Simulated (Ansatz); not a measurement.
`C[S][GeH3]`. The species carries charge 0 and has multiplicity 1. The structure was optimised at the PBE0-D4/def2-TZVP level.

```xyz
9

C    -1.133   -0.914    0.541
S    -0.337   -0.735   -1.079
Ge    1.105    0.869   -0.590
H    -0.415   -1.219    1.304
H    -1.885   -1.695    0.436
H    -1.627    0.010    0.844
H     1.890    1.159   -1.874
H     2.050    0.400    0.533
H     0.352    2.125   -0.115
```

Q: What is the dipole moment at r2SCAN/def2-TZVPP? (Best estimate.)

A: Ansatz gave: 1.45 D, with components (-0.14, 0.38, 1.39) D in this frame, pointing from negative to positive charge.

Q: And with PBE, B3LYP, ωB97M-V? (Best estimate.)

A: Computed: PBE 1.36 D, B3LYP 1.38 D, ωB97M-V 1.39 D.

Q: Give the Mulliken charges with r2SCAN, ωB97M-V, B3LYP in def2-TZVPP. (Best estimate.)

A: Ansatz gave: 
```
atom  r2SCAN  ωB97M-V  B3LYP
  C1   -0.16    -0.37  -0.29
  S2   -0.27    -0.20  -0.24
 Ge3    0.20     0.09   0.17
  H4    0.09     0.15   0.13
  H5    0.08     0.14   0.12
  H6    0.09     0.15   0.13
  H7    0.00     0.03   0.01
  H8   -0.02     0.01  -0.01
  H9   -0.02     0.01  -0.01
```

B3LYP here is the variant with VWN-RPA as its local correlation; programs differ in this.
